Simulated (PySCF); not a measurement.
**GaF and its ions**

BHandHLYP; PySCF, no relativity, basis sets Ga def2-TZVPPD, F def2-TZVPPD. Neutral (UKS): singlet (closed shell), Re = 1.779 Å, ωe = 628 cm⁻¹, De = 5.67 eV, HOMO -8.82 eV, LUMO -0.73 eV.

GaF⁺ (UKS): doublet (σ ↑), Re = 1.696 Å, ωe = 740 cm⁻¹, De = 1.18 eV to Ga⁺ + F. The energies at the minima are -2024.73973 hartree for GaF and -2024.35849 for GaF⁺.

Work out the adiabatic ionisation energy, without and with harmonic zero-point energies (1 hartree = 27.2114 eV, 1 eV = 8065.5 cm⁻¹), and the change of the bond length.

At BHandHLYP: 0.38124 hartree = 10.374 eV between the minima; the zero-point term (740.0 − 628.0)/2 cm⁻¹ = +0.007 eV makes it 10.381 eV. Re changes by -8.3 pm against the neutral. Minus the HOMO energy is 8.82 eV, -1.55 eV from the value between the minima; self-interaction puts the Kohn–Sham level too high, less so with exact exchange. The electron leaves a σ orbital, and the shorter bond of the ion fits an antibonding orbital, or a change in how ionic the bond is.

Spin–orbit coupling is left out. For an ion De counts to the pair picked by the measured ionisation energies or electron affinities, which need not be the lowest pair at this level. States were picked by a PBE0 search and need not be the measured ground states.
